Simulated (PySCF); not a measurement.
Compound: BrH5OSi2.
Atom-mapped SMILES: `[SiH3:1][O:2][SiH2:3][Br:4]` (hydrogens: H5, H6, H7 on Si1; H8, H9 on Si3)

Cartesian coordinates in Å at the PBE0-D3(BJ)/def2-SVP level; atoms count from 1:
```xyz
9
BrH5OSi2 angstrom
Si    -1.5875   -0.1502   -0.2067
O     -0.1182    0.3517    0.3929
Si     1.5201    0.3117    0.3713
Br     2.2238   -1.1799   -1.1239
H     -2.2984    1.0269   -0.7817
H     -2.3883   -0.7212    0.9127
H     -1.3810   -1.1823   -1.2633
H      2.0560    1.6361   -0.0347
H      2.0321   -0.1109    1.6993
```

Method used: core-valence-separated Tamm–Dancoff BHandHLYP/aug-pcX-1 (pcseg-1 on H, def2-SVPD on Si, def2-SVPD on Br) in PySCF, non-relativistic, gas phase, PBE0-D3(BJ)/def2-SVP geometry. BHandHLYP without relativity tends to put these K edges a few eV too low, so spacings mean more than positions.

The lowest roots of each edge with f over 0.003 (five at most, numbered afresh; weaker and dark ones are left out), with transition dipoles (au) in the frame of the coordinates:

```csv
root,edge,E (eV),μx,μy,μz
1,O,532.47,-0.0029,0.0100,0.0116
2,O,533.31,-0.0210,0.0177,0.0175
3,O,533.82,0.0413,0.0140,0.0155
4,O,534.16,-0.0009,-0.0275,0.0267
5,O,534.63,0.0076,-0.0143,-0.0138
```

What are the oscillator strengths?

f = (2/3) ΔE |μ|², with ΔE in hartree (27.2114 eV):

```json
{"root": "1", "ΔE (Eh)": "19.5681", "|μ|² (au)": "0.000243", "f": "0.003", "core hole on": "O2"}
{"root": "2", "ΔE (Eh)": "19.5986", "|μ|² (au)": "0.001061", "f": "0.014", "core hole on": "O2"}
{"root": "3", "ΔE (Eh)": "19.6173", "|μ|² (au)": "0.002142", "f": "0.028", "core hole on": "O2"}
{"root": "4", "ΔE (Eh)": "19.6301", "|μ|² (au)": "0.001470", "f": "0.019", "core hole on": "O2"}
{"root": "5", "ΔE (Eh)": "19.6472", "|μ|² (au)": "0.000453", "f": "0.006", "core hole on": "O2"}
```

Molecules are fixed in this frame and the field points along (0, 1, 1)/√2. What effective strengths 3 f cos²θ do the roots have (θ between field and μ)?

root 1 (O2): 0.009, root 2 (O2): 0.024, root 3 (O2): 0.017, root 4 (O2): 0.000, root 5 (O2): 0.016. Root 2 is the strongest. Averaged over all orientations cos²θ is 1/3, which gives f back.

 Relativistic effects, spin–orbit coupling among them, are left out although an element past zinc is present.

One conformer stands for the species.
